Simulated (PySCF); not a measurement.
# Adding and removing an electron: LiBe

r²SCAN; Li def2-SVPD, Be def2-SVPD; no relativity (PySCF 2.14). Neutral (UKS): doublet (σ ↑), Re = 2.610 Å, ωe = 354 cm⁻¹, De = 0.67 eV, HOMO -3.15 eV, LUMO -1.90 eV.

LiBe⁺ (UKS): singlet (closed shell), Re = 2.670 Å, ωe = 305 cm⁻¹, De = 0.61 eV to Li⁺ + Be. The energies at the minima are -22.12641 hartree for LiBe and -21.92983 for LiBe⁺.

**Question.** Work out the adiabatic ionisation energy, without and with harmonic zero-point energies (1 hartree = 27.2114 eV, 1 eV = 8065.5 cm⁻¹), and the change of the bond length.

**Answer.** At r²SCAN: 0.19658 hartree = 5.349 eV between the minima; the zero-point term (305.0 − 354.0)/2 cm⁻¹ = -0.003 eV makes it 5.346 eV. Re changes by +6.0 pm against the neutral. The electron leaves a σ orbital; in so polar a molecule the change of length follows mostly from the change of the ionic charges.

Closed-shell solutions of metal pairs were not tested for spin polarisation, which can lower them a little. For an ion De counts to the pair picked by the measured ionisation energies or electron affinities, which need not be the lowest pair at this level. States were picked by a PBE0 search and need not be the measured ground states.
